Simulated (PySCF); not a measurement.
How the method changes the constants of GaTe

State: ²Σ⁺ (doublet), unpaired electrons σ ↑. Set-up: Ga aug-cc-pVDZ-PP with ECP10, Te aug-cc-pVDZ-PP with ECP28; scalar-relativistic core potentials (PySCF 2.14). De refers to Ga + Te in their high-spin ground configurations, without counterpoise correction. The functionals are run spin-unrestricted. A positive dipole means Ga(−)Te(+).

```json
{"Level": "UHF", "Re (Å)": "2.464", "ωe (cm⁻¹)": "218", "De (eV)": "1.32", "μ (D)": "-3.73"}
{"Level": "UHF-MP2", "Re (Å)": "2.400", "ωe (cm⁻¹)": "274", "De (eV)": "2.60", "μ (D)": "n/a"}
{"Level": "UHF-SCS-MP2", "Re (Å)": "2.419", "ωe (cm⁻¹)": "259", "De (eV)": "2.40", "μ (D)": "n/a"}
{"Level": "UHF-CCSD", "Re (Å)": "2.448", "ωe (cm⁻¹)": "244", "De (eV)": "2.30", "μ (D)": "n/a"}
{"Level": "UHF-CCSD(T)", "Re (Å)": "2.445", "ωe (cm⁻¹)": "249", "De (eV)": "2.48", "μ (D)": "n/a"}
{"Level": "PBE", "Re (Å)": "2.446", "ωe (cm⁻¹)": "244", "De (eV)": "2.94", "μ (D)": "-2.49"}
{"Level": "PBEsol", "Re (Å)": "2.417", "ωe (cm⁻¹)": "257", "De (eV)": "3.21", "μ (D)": "-2.42"}
{"Level": "r²SCAN", "Re (Å)": "2.411", "ωe (cm⁻¹)": "258", "De (eV)": "2.87", "μ (D)": "-2.52"}
{"Level": "PBE0", "Re (Å)": "2.423", "ωe (cm⁻¹)": "252", "De (eV)": "2.77", "μ (D)": "-2.78"}
{"Level": "MN15", "Re (Å)": "2.456", "ωe (cm⁻¹)": "231", "De (eV)": "2.70", "μ (D)": "-2.74"}
{"Level": "M06-2X", "Re (Å)": "2.455", "ωe (cm⁻¹)": "246", "De (eV)": "2.32", "μ (D)": "-3.26"}
```

Which functional lies closest to UHF-CCSD(T) in De, which farthest, and by how much do they differ from it?

Closest is M06-2X (+1.0 pm in Re, -1.2 % in ωe, -0.16 eV in De against UHF-CCSD(T) in the same basis), farthest PBEsol (-2.8 pm in Re, +3.2 % in ωe, +0.73 eV in De). CCSD(T) converges more slowly with the basis than the functionals do and binds too weakly in this one, so the order can change at the basis-set limit.

What does the step from GGA to meta-GGA do here, going from PBE to r²SCAN?

r²SCAN less PBE: -3.5 pm in Re, +5.7 % in ωe, -0.07 eV in De. 

What does the triples do here, going from UHF-CCSD to UHF-CCSD(T)?

UHF-CCSD(T) less UHF-CCSD: -0.3 pm in Re, +2.0 % in ωe, +0.18 eV in De. Correlation nearly always deepens the well. The bond shortens, as in weak, metallic or heavy-atom bonds, where dispersion and the correlation of outer-core electrons pull the atoms together.

Correlated steps freeze 8 core orbitals. Correlated levels converge slowly with the basis: in double zeta they bind strong bonds too weakly, by up to about 1 eV, and carry superposition errors of some tenths. Spin–orbit coupling is left out, which matters for elements this heavy, above all for dissociation energies. The state was picked by a PBE0 search and need not be the measured ground state.
